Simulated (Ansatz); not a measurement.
Born–Oppenheimer molecular dynamics of a periodic cell of 17 atoms, Ba16H (host Ba, host structure bcc, interstitial H). It starts from a relaxed structure.

All numbers below come from DFT PBEsol, scalar-relativistic, plane waves, PAW in Ansatz. Settings: cutoff 420 eV, k mesh 2x2x2, fermi-dirac smearing 0.1 eV, no spin polarisation.

```
ensemble        : NVT, Langevin thermostat
time step       : 0.5 fs
steps asked     : 300
set temperature : 1500 K
friction        : 0.05 /fs
seed            : 522873
```

First frame:

```xyz
17
Lattice="10.0400 0.0000 0.0000 0.0000 10.0400 0.0000 0.0000 0.0000 10.0400" Properties=species:S:1:pos:R:3
Ba -0.001 -0.065 0.097
Ba 5.018 0.031 0.260
Ba -0.001 5.109 -0.095
Ba -0.001 -0.065 4.925
Ba 2.401 2.652 2.511
Ba 5.019 4.881 -0.103
Ba 5.018 0.032 4.763
Ba 7.636 2.652 2.511
Ba -0.001 5.110 5.116
Ba 2.746 7.486 2.511
Ba 2.413 2.424 7.531
Ba 5.019 4.881 5.125
Ba 7.289 7.487 2.511
Ba 7.624 2.424 7.531
Ba 2.605 7.596 7.531
Ba 7.433 7.597 7.531
H 5.017 8.768 2.512
```

(1) What does the run give?

(2) What happens to the structure?

(3) How do temperature and energy run in time?

## Answers

(1) All steps were run.

```json
{
  "steps done": "300",
  "time covered": "150 fs",
  "mean temperature over the second half": "1345 K",
  "spread of the potential energy over the second half": "12.3 meV per atom",
  "mean potential energy of the second half above the start": "53.9 meV per atom"
}
```

The mean temperature of the second half is 10 % below the set value. A run of 0.15 ps of so small a system gives no equilibrium averages. Limits of this set-up: coarse k mesh, odd electron count without spin.

(2) Mean squared displacements from the first frame to the last, about the centre of mass: Ba 0.09 Å², H 0.09 Å². Another seed would give other details.

(3) 
```tsv
time (fs)	T (K)	potential energy less start (eV)
0.0	1412	0.000
12.5	1248	0.153
25.0	1370	0.137
37.5	1173	0.446
50.0	1190	0.254
62.5	1279	1.018
75.0	1735	0.888
87.5	1133	0.621
100.0	1132	0.952
112.5	1324	0.686
125.0	1601	1.257
137.5	1259	1.137
150.0	1623	1.135
```

Time of the run: 14 min on 4 threads of AMD EPYC 9R45 96-Core Processor (Zen 5), with other jobs on the host, peak memory 3.6 GiB.
